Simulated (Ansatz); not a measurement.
Basis-set extrapolation for CH8B2OSi (`BC(B)O[SiH3]`) (PBE0-D4/def2-TZVP geometry, frozen core, Ansatz). Multiplicity 1, RHF reference.

|  | def2-TZVPP | def2-QZVPP |
| --- | --- | --- |
| HF | -455.749641 | -455.767179 |
| MP2 correlation | -0.732177 | -0.784114 |
| CCSD(T) correlation | -0.819173 | not run |

Energies in hartree. Use E(X) = E(∞) + A·exp(−7.88·√X) for Hartree–Fock and E(X) = E(∞) + B·X^(−2.97) for correlation, with X = 3 and 4, and add CCSD(T) minus MP2 of the smaller set to the MP2 limit.

Task: What is the CCSD(T) energy at the basis-set limit?

Result: HF limit: -455.767179 + (-0.017538) × 0.13774 = -455.76959. MP2 limit: -0.784114 + (-0.051937) × 0.74074 = -0.82259. Higher-order term: -0.819173 − (-0.732177) = -0.08700. Total: -456.67918 hartree, 3.00 eV below CCSD(T)/def2-TZVPP.
